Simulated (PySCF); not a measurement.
A structure optimised at PBE-D3(BJ)/def2-SVP, used in a PySCF frequency run:

```xyz
13

B     -0.0093     0.2832     0.6372
C      0.7989     1.0442    -0.4753
C      0.6484     0.9539    -1.8141
H      1.5312     1.7859    -0.1038
H      1.2325     1.5787    -2.5118
H     -0.0806     0.2732    -2.2845
O     -0.1161     0.9110     1.8550
H     -0.6321     0.3563     2.4703
O     -0.6095    -0.9516     0.5351
C     -0.5452    -1.8135    -0.5816
H     -0.6979    -2.8545    -0.2302
H     -1.3479    -1.5819    -1.3166
H      0.4337    -1.7559    -1.1038
```
Charge 0, spin multiplicity 1.

**Question.** Write its SMILES and formula.

**Answer.** C=CB(O)OC, C3H7BO2

**Question.** What are its rotational constants (standard atomic weights)?

**Answer.** 3.7963, 3.5467, 1.8843 GHz
